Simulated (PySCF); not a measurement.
I3Sb, SMILES [I][Sb+]([I])[I], charge +1, multiplicity 2.

Geometry: PBE-D3(BJ)/def2-SVP. The def2 effective core potentials stand for the cores of I, Sb; spin–orbit coupling is left out.

Two levels are set side by side: PBE/def2-TZVP (PySCF) and ωB97X/def2-TZVP (PySCF). Same geometry, gas phase. Differences are taken from unrounded values.

```
quantity                     ωB97X
---------------------------  -----
α-spin orbital gap (eV)       8.26
β-spin orbital gap (eV)       5.72
mean polarisability (bohr³)  156.5
```

Task: What does PBE give, and how far is it from ωB97X? (Estimate from the structure and the level; the computed values follow.)

Result: 
| quantity | PBE | PBE minus ωB97X |
|---|---|---|
| α-spin orbital gap (eV) | 2.82 | -5.44 |
| β-spin orbital gap (eV) | 0.38 | -5.34 |
| mean polarisability (bohr³) | 160.0 | 3.6 |

Rough cost on one machine, each run with all the roots and properties that it gave: ωB97X against PBE within a factor of 2.
